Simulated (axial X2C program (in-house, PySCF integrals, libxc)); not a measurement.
**Low determinants of TiSe⁺ at the PBE0 level, with spin–orbit coupling**

Computed with an in-house relativistic program for diatomic molecules. Two-component (2c) means X2C with spin–orbit coupling and atomic mean-field two-electron Coulomb and Gaunt terms. Basis: Se dyall-cv3z [8s9p6d4f1g], Ti dyall-cv3z [10s10p6d4f2g] (cores contracted in-house); Gaussian nuclei, density fitting, unrestricted open shells. Masses: Se 79.917 u, Ti 47.948 u.

Search at 2.178 Å (vertical energies from the lowest determinant):

| ΔE (eV) | state | electrons beyond evenly filled partner blocks | electrons in ±ω = 1/2, 3/2, 5/2, 7/2 |
| --- | --- | --- | --- |
| 0.00 | Ω = 3/2 | ω = 3/2 | 38 15 2 0 |
| 0.02 | Ω = 5/2 | ω = 5/2 | 38 14 3 0 |
| 0.64 | Ω = 1/2 | ω = 1/2 | 39 14 2 0 |
| 1.20 | Ω = 9/2 | ω = 1/2, ω = 3/2, ω = 5/2 | 39 13 3 0 |
| 1.23 | Ω = 5/2 | ω = -1/2, 2 × ω = 3/2 | 39 14 2 0 |
| 1.42 | Ω = 1/2 | 2 × ω = -1/2, ω = 3/2 | 38 15 2 0 |
| 1.58 | Ω = 1/2 | 2 × ω = 3/2, ω = -5/2 | 38 14 3 0 |

Lowest determinant, Ω = 3/2 (⟨Sz⟩ = -0.50, ⟨Lz⟩ = 2.00 at PBE0): Re = 2.171 Å, ωe = 416.5 cm⁻¹.

The determinant in row 2 of the search, Ω = 5/2 (⟨Sz⟩ = 0.50, ⟨Lz⟩ = 2.00 at PBE0), was followed along the bond at PBE0; measured from the minimum of the lowest determinant it gives:

Te = 0.020 eV (157 cm⁻¹), Re = 2.173 Å, ωe = 410.6 cm⁻¹.

Problem. Compare the bond of the determinant in row 2 with that of the lowest one.

Solution. At PBE0 its Re is 0.002 Å longer and its force constant, which goes as ωe², is 0.97 times that of the lowest determinant. T0 ≈ Te + Δωe/2 = 157 + (-3) = 154 cm⁻¹.

The search compares states at one distance, so a state with another bond length can lie lower; it is not exhaustive and yields mostly the lowest determinant of each block pattern, so other components and higher states of one pattern are missing. These are energies of single determinants, not of spin-adapted states; PBE0 term energies can be off by some tenths of an eV, and the functional has no current term.
